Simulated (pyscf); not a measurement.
[H₃C–Al–F]• -> •H₂C–AlH–F, a hydrogen shift (doublet surface; C–H broken, Al–H formed). Structures and frequencies: ωB97X-D3(BJ)/def2-SVP in PySCF. MP2 and CC: frozen core, UHF for open shells. ΔMP2 is the change of the MP2 total energy from the triple- to the quadruple-zeta basis. Energies in eV from the reactant's lowest minimum found.

Small-basis levels: PySCF, no dispersion term, spherical d functions. Open shells are spin-unrestricted. 

Question: Quick HF/STO-3G single points give ΔE‡ = 3.74 eV and ΔE = +0.03 eV. What does CCSD(T)/def2-TZVPP + ΔMP2(QZVPP) give, and how far is the quick result from it?

Answer: CCSD(T)/def2-TZVPP + ΔMP2(QZVPP) gives ΔE‡ = 2.42 eV and ΔE = +0.70 eV. HF/STO-3G lies 1.32 eV over it in the barrier and 0.67 eV under it in the reaction energy, so on this step it does not hold to within 0.13 eV. CCSD(T)/def2-TZVPP + ΔMP2(QZVPP) has limits of its own. This is the saddle that the search found; another between the same sides may lie lower. The CCSD(T) − MP2 part came from Ansatz, without density fitting, on the same reference. A UHF reference is spin-contaminated (<S²> up to 0.86), which harms MP2 most.
